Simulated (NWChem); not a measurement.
System: WNH2O2F; SMILES [W]([OH])(=[NH])(=[O])[F]

NWChem input:

```
start job
memory heap 200 mb stack 900 mb global 1100 mb
geometry units angstroms noautoz
  W     -0.074819     0.080259     0.039677
  O      0.080795    -0.509924     1.651047
  N      0.279387    -1.240324    -1.077521
  H      0.523930    -2.229736    -1.190692
  F     -1.849105     0.652103    -0.269664
  O      1.239237     1.427311    -0.225027
  H      1.900421     1.420246    -0.940531
end
basis spherical
  W library def2-svp
  O library def2-svp
  N library def2-svp
  H library def2-svp
  F library def2-svp
end
ecp
  W library def2-ecp
end
dft
  xc xpbe96 cpbe96
  iterations 150
  mulliken
end
task dft energy
```

NWChem printed, in part:

```
             Northwest Computational Chemistry Package (NWChem) 7.3.0
             --------------------------------------------------------

 C1  symmetry detected

                             Geometry "geometry" -> ""
                             -------------------------

 Output coordinates in angstroms (scale by  1.889725989 to convert to a.u.)

  No.       Tag          Charge          X              Y              Z
 ---- ---------------- ---------- -------------- -------------- --------------
    1 W                   74.0000    -0.01271080     0.00846362     0.01638901
    2 O                    8.0000    -0.99480310    -0.10572245     1.42759460
    3 N                    7.0000    -1.04494524    -0.18972919    -1.40232322
    4 H                    1.0000    -1.99495540    -0.32720019    -1.76305509
    5 F                    9.0000     0.79012444     1.71666332    -0.07470207
    6 O                    8.0000     1.22143866    -1.43645285     0.03764854
    7 H                    1.0000     1.32596693    -2.08357110    -0.68309550

 Effective nuclear repulsion energy (a.u.)     801.5332965218

 Summary of "ao basis" -> "ao basis" (spherical)
 ------------------------------------------------------------------------------
       Tag                 Description            Shells   Functions and Types
 ---------------- ------------------------------  ------  ---------------------
 W                          def2-svp                12       32   6s3p2d1f
 O                          def2-svp                 6       14   3s2p1d
 N                          def2-svp                 6       14   3s2p1d
 H                          def2-svp                 3        5   2s1p
 F                          def2-svp                 6       14   3s2p1d

            General Information
            -------------------
          SCF calculation type: DFT
          Wavefunction type:  closed shell.
          No. of atoms     :     7
          No. of electrons :    48
           Alpha electrons :    24
            Beta electrons :    24
          Charge           :     0
          Spin multiplicity:     1
          Use of symmetry is: off; symmetry adaption is: off
          Maximum number of iterations: 150
          AO basis - number of functions:    98
                     number of shells:    42
          Convergence on energy requested:  1.00D-06
          Convergence on density requested:  1.00D-05
          Convergence on gradient requested:  5.00D-04

              XC Information
              --------------
          PerdewBurkeErnzerhof Exchange Functional  1.000
            Perdew 1991 LDA Correlation Functional  1.000 local
           PerdewBurkeErnz. Correlation Functional  1.000 non-local

             Grid Information
             ----------------
          Grid used for XC integration:  medium
          Radial quadrature: Mura-Knowles
          Angular quadrature: Lebedev.
          Tag              B.-S. Rad. Rad. Pts. Rad. Cut. Ang. Pts.
          ---              ---------- --------- --------- ---------
          W                   1.35      123           9.0       590
          O                   0.60       49          10.0       434
          N                   0.65       49           9.0       434
          H                   0.35       45          11.0       434
          F                   0.50       49          10.0       434
          Grid pruning is: on
          Number of quadrature shells:   409
          Spatial weights used:  Erf1

      Superposition of Atomic Density Guess
      -------------------------------------

 Sum of atomic energies:        -377.09417520

      Non-variational initial energy
      ------------------------------

 Total energy =    -370.389487
 1-e energy   =    -967.646612
 2-e energy   =     378.026677
 HOMO         =      -0.372252
 LUMO         =      -0.012524

     ---------------------------------------------
      Total Density - Mulliken Population Analysis
     ---------------------------------------------

    Atom       Charge   Shell Charges
 -----------   ------   -------------------------------------------------------
    1 W   14    10.94   0.04 -0.35  1.79  0.55  0.30  0.05  5.50  0.57  0.13  1.86  0.33  0.16
    2 O    8     9.10   1.99  1.15  0.75  3.18  2.02  0.01
    3 N    7     8.09   1.99  1.09  0.58  2.64  1.78  0.01
    4 H    1     0.75   0.58  0.12  0.04
    5 F    9     9.64   1.99  1.15  0.80  3.53  2.16  0.00
    6 O    8     8.84   1.99  1.10  0.67  3.09  1.99  0.00
    7 H    1     0.63   0.51  0.06  0.06

   convergence    iter        energy       DeltaE   RMS-Dens  Diis-err
 ---------------- ----- ----------------- --------- --------- ---------
 d= 0,ls=0.0,diis     1   -372.4755301324 -5.92D+02  6.33D-02  4.40D+00
 d= 0,ls=0.0,diis     2   -362.8619172361  9.61D+00  5.61D-02  6.31D+01
 d= 0,ls=0.0,diis     3   -372.3294085933 -9.47D+00  1.53D-02  6.93D+00
 d= 0,ls=0.0,diis     4   -373.0035250175 -6.74D-01  3.82D-03  2.27D-01
 d= 0,ls=0.0,diis     5   -373.0138289508 -1.03D-02  2.77D-03  1.08D-01
  Resetting Diis
 d= 0,ls=0.0,diis     6   -373.0228751920 -9.05D-03  1.05D-03  3.50D-02
 d= 0,ls=0.0,diis     7   -373.0266109936 -3.74D-03  7.00D-04  1.46D-03
 d= 0,ls=0.0,diis     8   -373.0258328774  7.78D-04  5.62D-04  9.42D-03
 d= 0,ls=0.0,diis     9   -373.0266726638 -8.40D-04  1.90D-04  7.53D-04
 d= 0,ls=0.0,diis    10   -373.0267433303 -7.07D-05  5.51D-05  1.34D-04
 d= 0,ls=0.0,diis    11   -373.0267566345 -1.33D-05  8.77D-06  1.02D-06
 d= 0,ls=0.0,diis    12   -373.0267566537 -1.92D-08  5.89D-06  7.86D-07

         Total DFT energy =     -373.026756653708
      One electron energy =     -971.459251288745
           Coulomb energy =      421.748664594046
    Exchange-Corr. energy =      -42.546618131829
 Nuclear repulsion energy =      219.230448172820

 Numeric. integr. density =       48.000003011220

                       DFT Final Molecular Orbital Analysis
                       ------------------------------------

 Vector   22  Occ=2.000000D+00  E=-2.916953D-01
              MO Center=  6.8D-02, -6.6D-01,  5.1D-01, r^2= 3.1D+00
   Bfn.  Coefficient  Atom+Function         Bfn.  Coefficient  Atom+Function
  ----- ------------  ---------------      ----- ------------  ---------------
    85      0.325058  6 O  pz                37      0.314661  2 O  py
    84     -0.266464  6 O  py                88      0.233386  6 O  pz
    38     -0.227425  2 O  pz                40      0.221098  2 O  py
    87     -0.207352  6 O  py                17      0.182711  1 W  d -1
    41     -0.158360  2 O  pz                51      0.145744  3 N  py

 Vector   23  Occ=2.000000D+00  E=-2.762998D-01
              MO Center= -6.7D-01, -1.1D-01, -6.8D-01, r^2= 2.6D+00
   Bfn.  Coefficient  Atom+Function         Bfn.  Coefficient  Atom+Function
  ----- ------------  ---------------      ----- ------------  ---------------
    51      0.445162  3 N  py                54     -0.331244  3 N  py
    37     -0.221877  2 O  py                16      0.207307  1 W  d -2
    17      0.202365  1 W  d -1              40     -0.156314  2 O  py
     8      0.155383  1 W  py                70     -0.138429  5 F  py
    84      0.133774  6 O  py                82      0.126265  6 O  s

 Vector   24  Occ=2.000000D+00  E=-2.539639D-01
              MO Center= -8.2D-01, -1.3D-01, -5.7D-01, r^2= 2.8D+00
   Bfn.  Coefficient  Atom+Function         Bfn.  Coefficient  Atom+Function
  ----- ------------  ---------------      ----- ------------  ---------------
    52      0.378567  3 N  pz                36     -0.342723  2 O  px
    55     -0.274419  3 N  pz                50     -0.263923  3 N  px
    39     -0.248064  2 O  px                53      0.201618  3 N  px
    49      0.172165  3 N  s                 20     -0.143666  1 W  d  2
     5     -0.139491  1 W  s                  3      0.128414  1 W  s

 Vector   25  Occ=0.000000D+00  E=-8.700046D-02
              MO Center= -9.0D-03, -5.3D-02, -6.3D-02, r^2= 2.4D+00
   Bfn.  Coefficient  Atom+Function         Bfn.  Coefficient  Atom+Function
  ----- ------------  ---------------      ----- ------------  ---------------
    20      0.746702  1 W  d  2              18     -0.277804  1 W  d  0
    55     -0.225531  3 N  pz                17     -0.204616  1 W  d -1
    83     -0.199715  6 O  px                52      0.190962  3 N  pz
    69      0.182070  5 F  px                86     -0.176368  6 O  px
    38      0.174856  2 O  pz                41      0.167186  2 O  pz

 Vector   26  Occ=0.000000D+00  E=-7.565841D-02
              MO Center= -2.2D-01, -1.1D-01, -1.3D-01, r^2= 2.3D+00
   Bfn.  Coefficient  Atom+Function         Bfn.  Coefficient  Atom+Function
  ----- ------------  ---------------      ----- ------------  ---------------
    17      0.799670  1 W  d -1              51     -0.299259  3 N  py
    54      0.290237  3 N  py                37     -0.241016  2 O  py
    40     -0.201942  2 O  py                82      0.180115  6 O  s
    20      0.168013  1 W  d  2              95     -0.165228  7 H  s
    16      0.157522  1 W  d -2              19      0.154253  1 W  d  1

 Vector   27  Occ=0.000000D+00  E=-4.556308D-02
              MO Center= -7.4D-02, -6.5D-02, -1.4D-01, r^2= 3.8D+00
   Bfn.  Coefficient  Atom+Function         Bfn.  Coefficient  Atom+Function
  ----- ------------  ---------------      ----- ------------  ---------------
     6      0.777685  1 W  s                 18     -0.534475  1 W  d  0
    49      0.298275  3 N  s                 20     -0.296018  1 W  d  2
    68     -0.263592  5 F  s                 16      0.255214  1 W  d -2
    62     -0.231581  4 H  s                 19      0.209190  1 W  d  1
    82     -0.209489  6 O  s                  3     -0.185915  1 W  s

     ---------------------------------------------
      Total Density - Mulliken Population Analysis
     ---------------------------------------------

[...]
```

Level: PBE/def2-SVP with def2 effective core potentials on W. Coordinates come from a PBE-D3(BJ)/def2-SVP optimisation. def2 effective core potentials on W; no spin-orbit coupling.
